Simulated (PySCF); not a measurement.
PySCF input for Nb(S)(F)(NH2)2 (FH4N2NbS), SMILES [NH2][Nb]([F])(=[S])[NH2], multiplicity 1, TDA-PBE/def2-SVPD. Geometry optimised at r2SCAN-D4/def2-SVP. The multiplicity is an assumed one; no other spin state was optimised. The structure was generated by enumeration; whether it is a known compound was not checked. The def2 effective core potentials stand for the cores of Nb; spin–orbit coupling is left out. One conformer was computed; it need not be the lowest.

```python
import numpy as np
from pyscf import gto, scf, dft, tdscf

mol = gto.M(
    atom='''
    Nb   -0.18941723   -0.03005131    0.00000000
    S     1.96894753   -0.01902283   -0.00000000
    F    -0.94474052   -1.75594955    0.00000001
    N    -0.80355051    0.89729426   -1.61632040
    H    -1.78162272    1.10231552   -1.82349970
    H    -0.21071843    1.28663213   -2.34763632
    N    -0.80355051    0.89729428    1.61632039
    H    -0.21071841    1.28663216    2.34763631
    H    -1.78162271    1.10231555    1.82349968
    ''',
    basis='def2-SVPD',
    ecp={'Nb': 'def2-svp'},
    charge=0,
    spin=0,
    symmetry=True,
    max_memory=1600,
    verbose=4,
)
mf = dft.RKS(mol, xc='pbe').density_fit(auxbasis='def2-universal-jkfit')
mf.grids.level = 3
mf.conv_tol = 1e-9
mf.max_cycle = 100
mf.kernel()
mf.grids = dft.Grids(mol).set(level=1).build(with_non0tab=True)  # coarser grid for the response kernel
td = tdscf.TDA(mf)
td.singlet = True
td.nstates = 10
td.conv_tol = 1e-4
td.positive_eig_threshold = 1e-6
td.kernel(x0=td.get_init_guess(mf, 15))
td.analyze()
tt = tdscf.TDA(mf)
tt.singlet = False
tt.nstates = 4
tt.conv_tol = 1e-4
tt.positive_eig_threshold = 1e-6
tt.kernel(x0=tt.get_init_guess(mf, 9))
tt.analyze(verbose=3)
```

Log of the run:

```
PySCF version 2.14.0

[INPUT] verbose = 4
[INPUT] num. atoms = 9
[INPUT] num. electrons = 56
[INPUT] charge = 0
[INPUT] spin (= nelec alpha-beta = 2S) = 0
[INPUT] symmetry True subgroup None
[INPUT] Mole.unit = angstrom
[INPUT] Symbol           X                Y                Z      unit          X                Y                Z       unit  Magmom
[INPUT]  1 Nb    -0.189417230000  -0.030051310000   0.000000000000 AA   -0.357946687974  -0.056788745584   0.000000000000 Bohr   0.0
[INPUT]  2 S      1.968947530000  -0.019022830000   0.000000000000 AA    3.720771585339  -0.035947938814   0.000000000000 Bohr   0.0
[INPUT]  3 F     -0.944740520000  -1.755949550000   0.000000010000 AA   -1.785300841579  -3.318263738053   0.000000018897 Bohr   0.0
[INPUT]  4 N     -0.803550510000   0.897294260000  -1.616320400000 AA   -1.518490391155   1.695640404544  -3.054402885547 Bohr   0.0
[INPUT]  5 H     -1.781622720000   1.102315520000  -1.823499700000 AA   -3.366778998103   2.083074435658  -3.445915021227 Bohr   0.0
[INPUT]  6 H     -0.210718430000   1.286632130000  -2.347636320000 AA   -0.398200122098   2.431382348766  -4.436389684882 Bohr   0.0
[INPUT]  7 N     -0.803550510000   0.897294280000   1.616320390000 AA   -1.518490391155   1.695640442339   3.054402866650 Bohr   0.0
[INPUT]  8 H     -0.210718410000   1.286632160000   2.347636310000 AA   -0.398200084304   2.431382405458   4.436389665985 Bohr   0.0
[INPUT]  9 H     -1.781622710000   1.102315550000   1.823499680000 AA   -3.366778979205   2.083074492349   3.445914983432 Bohr   0.0

nuclear repulsion = 264.194802076115
point group symmetry = Cs
symmetry origin: [-8.99869655e-10  4.49934786e-09 -2.24967362e-10]
symmetry axis x: [ 1.00000000e+00 -2.59802796e-09  2.26335222e-09]
symmetry axis y: [-2.59802798e-09 -1.00000000e+00  1.01313855e-08]
symmetry axis z: [-2.26335219e-09  1.01313856e-08  1.00000000e+00]
num. orbitals of irrep A' = 94
num. orbitals of irrep A" = 62
number of shells = 64
number of NR pGTOs = 238
number of NR cGTOs = 156
basis = def2-SVPD
ecp = {'Nb': 'def2-svp'}


******** <class 'pyscf.df.df_jk.DFSymAdaptedRKS'> ********
method = DFSymAdaptedRKS
initial guess = minao
damping factor = 0
level_shift factor = 0
DIIS = <class 'pyscf.scf.diis.CDIIS'>
diis_start_cycle = 1
diis_space = 8
diis_damp = 0
SCF conv_tol = 1e-09
SCF conv_tol_grad = None
SCF max_cycles = 100
direct_scf = False
XC library pyscf.dft.libxc version 7.1.2
    S. Lehtola, C. Steigemann, M. J. T. Oliveira, and M. A. L. Marques,  SoftwareX 7, 1–5 (2018)
XC functionals = pbe
    J. P. Perdew, K. Burke, and M. Ernzerhof,  Phys. Rev. Lett. 77, 3865 (1996)
    J. P. Perdew, K. Burke, and M. Ernzerhof,  Phys. Rev. Lett. 78, 1396 (1997)
    J. P. Perdew, K. Burke, and M. Ernzerhof,  Phys. Rev. Lett. 77, 3865 (1996)
    J. P. Perdew, K. Burke, and M. Ernzerhof,  Phys. Rev. Lett. 78, 1396 (1997)
radial grids:
    Treutler-Ahlrichs [JCP 102, 346 (1995); DOI:10.1063/1.469408] (M4) radial grids

becke partition: Becke, JCP 88, 2547 (1988); DOI:10.1063/1.454033
pruning grids: <function nwchem_prune>
grids dens level: 3
symmetrized grids: True
atomic radii adjust function: <function treutler_atomic_radii_adjust>
small_rho_cutoff = 0
Freeze 0 electrons in irreps []
    56 free electrons in irreps A' A"
Set gradient conv threshold to 3.16228e-05
Initial guess from minao.
tot grids = 122616
init E= -659.518340728683
HOMO (A") = -0.553304570774766  LUMO (A") = -0.485880964033395  gap/eV = 1.83469
cycle= 1 E= -660.451007808776  delta_E= -0.933  |g|=  4.7  |ddm|= 7.18
HOMO (A') = -0.00723813713447982  LUMO (A") = 0.0318302133667734  gap/eV = 1.06310
cycle= 2 E= -601.400738118409  delta_E= 59.1  |g|= 9.56  |ddm|= 62.2
HOMO (A') = -0.201130943730344  LUMO (A') = -0.164334849503056  gap/eV = 1.00127
cycle= 3 E= -664.240537108971  delta_E= -62.8  |g|= 3.02  |ddm|= 62.2
HOMO (A") = -0.16970984733053  LUMO (A") = -0.158766228573184  gap/eV = 0.29779
cycle= 4 E= -660.001494105701  delta_E= 4.24  |g|=  5.5  |ddm|= 6.14
HOMO (A") = -0.207846654774553  LUMO (A") = -0.0917423146407863  gap/eV = 3.15936
cycle= 5 E= -666.321920453486  delta_E= -6.32  |g|= 0.817  |ddm|= 4.01
HOMO (A") = -0.279761304636514  LUMO (A") = -0.138128644782729  gap/eV = 3.85402
cycle= 6 E= -666.218718661528  delta_E= 0.103  |g|= 1.13  |ddm|= 1.86
HOMO (A") = -0.232405762223391  LUMO (A") = -0.115203423940604  gap/eV = 3.18924
cycle= 7 E= -666.465553895668  delta_E= -0.247  |g|= 0.322  |ddm|= 0.922
HOMO (A') = -0.234451756149061  LUMO (A") = -0.100299538621684  gap/eV = 3.65047
cycle= 8 E= -666.494338289836  delta_E= -0.0288  |g|= 0.175  |ddm|= 0.536
HOMO (A') = -0.238186200308116  LUMO (A") = -0.100526094613559  gap/eV = 3.74592
cycle= 9 E= -666.500859419547  delta_E= -0.00652  |g|= 0.0295  |ddm|= 0.149
HOMO (A') = -0.236145332475961  LUMO (A") = -0.097443149726149  gap/eV = 3.77428
cycle= 10 E= -666.501030370417  delta_E= -0.000171  |g|= 0.0163  |ddm|= 0.0428
HOMO (A') = -0.237934378288717  LUMO (A") = -0.0986498434796208  gap/eV = 3.79013
cycle= 11 E= -666.501106606521  delta_E= -7.62e-05  |g|= 0.0032  |ddm|= 0.0224
HOMO (A') = -0.237976207561836  LUMO (A") = -0.0988557750770287  gap/eV = 3.78566
cycle= 12 E= -666.501109145323  delta_E= -2.54e-06  |g|= 0.000339  |ddm|= 0.00426
HOMO (A') = -0.237940713874729  LUMO (A") = -0.0988262798817878  gap/eV = 3.78550
cycle= 13 E= -666.50110917621  delta_E= -3.09e-08  |g|= 0.00018  |ddm|= 0.000705
HOMO (A') = -0.237943039800414  LUMO (A") = -0.0988320746963631  gap/eV = 3.78540
cycle= 14 E= -666.501109185451  delta_E= -9.24e-09  |g|= 4.83e-05  |ddm|= 0.000245
HOMO (A') = -0.237944393690209  LUMO (A") = -0.0988312005006589  gap/eV = 3.78546
cycle= 15 E= -666.501109186239  delta_E= -7.87e-10  |g|= 7.41e-06  |ddm|= 7.21e-05
HOMO (A') = -0.237943410776186  LUMO (A") = -0.0988322822176491  gap/eV = 3.78541
Extra cycle  E= -666.501109185953  delta_E= 2.85e-10  |g|= 3.16e-05  |ddm|= 4.26e-05
converged SCF energy = -666.501109185953
tot grids = 39920
Overwritten attributes  positive_eig_threshold  of <class 'pyscf.tdscf.rks.TDA'>


******** <class 'pyscf.tdscf.rks.TDA'> for <class 'pyscf.df.df_jk.DFSymAdaptedRKS'> ********
nstates = 10 singlet
deg_eia_thresh = 1.000e-03
wfnsym = None
conv_tol = 0.0001
eigh lindep = 1e-12
eigh level_shift = 0
eigh max_cycle = 100


Excitation energies (eV)
[3.86179496 4.05392994 4.23490473 4.33558787 4.5049408  4.76791374
 4.82170223 4.90178409 4.99801942 5.11687001]

** Singlet excitation energies and oscillator strengths **
Excited State   1:   A"      3.86179 eV    321.05 nm  f=0.0002
      27 -> 30        0.18972
      28 -> 29       -0.67547
Excited State   2:   A'      4.05393 eV    305.84 nm  f=0.0065
      26 -> 29       -0.10129
      27 -> 29        0.57313
      28 -> 30       -0.37883
Excited State   3:   A"      4.23490 eV    292.77 nm  f=0.0029
      27 -> 30        0.66472
      28 -> 29        0.19549
Excited State   4:   A'      4.33559 eV    285.97 nm  f=0.0120
      25 -> 30       -0.11509
      26 -> 29       -0.53363
      27 -> 29        0.13994
      28 -> 30        0.40598
Excited State   5:   A"      4.50494 eV    275.22 nm  f=0.0065
      24 -> 29       -0.28071
      25 -> 29        0.19860
      26 -> 30        0.60043
      27 -> 31        0.11424
Excited State   6:   A'      4.76791 eV    260.04 nm  f=0.0206
      24 -> 30       -0.19930
      25 -> 30       -0.22946
      25 -> 31        0.17684
      26 -> 29        0.35244
      27 -> 29        0.26136
      27 -> 32       -0.13085
      28 -> 30        0.31395
      28 -> 34        0.20982
Excited State   7:   A"      4.82170 eV    257.14 nm  f=0.0032
      25 -> 29        0.59876
      26 -> 30       -0.12600
      26 -> 31        0.12317
      27 -> 31       -0.32052
Excited State   8:   A"      4.90178 eV    252.94 nm  f=0.0011
      24 -> 29       -0.50592
      25 -> 29       -0.24524
      27 -> 31       -0.39861
Excited State   9:   A'      4.99802 eV    248.07 nm  f=0.0079
      25 -> 30       -0.24941
      28 -> 31        0.64692
Excited State  10:   A"      5.11687 eV    242.30 nm  f=0.0409
      24 -> 29        0.31083
      25 -> 29       -0.10947
      26 -> 30        0.23364
      26 -> 31       -0.29881
      26 -> 34       -0.12571
      27 -> 31       -0.45191
      27 -> 34        0.10543

** Transition electric dipole moments (AU) **
state          X           Y           Z        Dip. S.      Osc.
  1        -0.0000      0.0000     -0.0489      0.0024      0.0002
  2        -0.1560      0.2025     -0.0000      0.0653      0.0065
  3         0.0000     -0.0000     -0.1685      0.0284      0.0029
  4        -0.2425      0.2337     -0.0000      0.1134      0.0120
  5         0.0000      0.0000      0.2424      0.0587      0.0065
  6        -0.3931      0.1487      0.0000      0.1767      0.0206
  7        -0.0000     -0.0000     -0.1651      0.0272      0.0032
  8        -0.0000     -0.0000      0.0950      0.0090      0.0011
  9         0.0259     -0.2522      0.0000      0.0643      0.0079
 10         0.0000      0.0000      0.5713      0.3264      0.0409

WARN: ECP detected. Skipping calculation of transition velocity and magnetic dipole moments, which have not yet been implemented.



******** <class 'pyscf.tdscf.rks.TDA'> for <class 'pyscf.df.df_jk.DFSymAdaptedRKS'> ********
nstates = 4 triplet
deg_eia_thresh = 1.000e-03
wfnsym = None
conv_tol = 0.0001
eigh lindep = 1e-12
eigh level_shift = 0
eigh max_cycle = 100


Excitation energies (eV)
[3.40132349 3.55213566 3.6661699  3.83264499]

** Triplet excitation energies and oscillator strengths **
Excited State   1:   A'      3.40132 eV    364.52 nm  f=0.0000
Excited State   2:   A"      3.55214 eV    349.04 nm  f=0.0000
Excited State   3:   A'      3.66617 eV    338.18 nm  f=0.0000
Excited State   4:   A'      3.83264 eV    323.50 nm  f=0.0000
```

Self-consistency was reached.
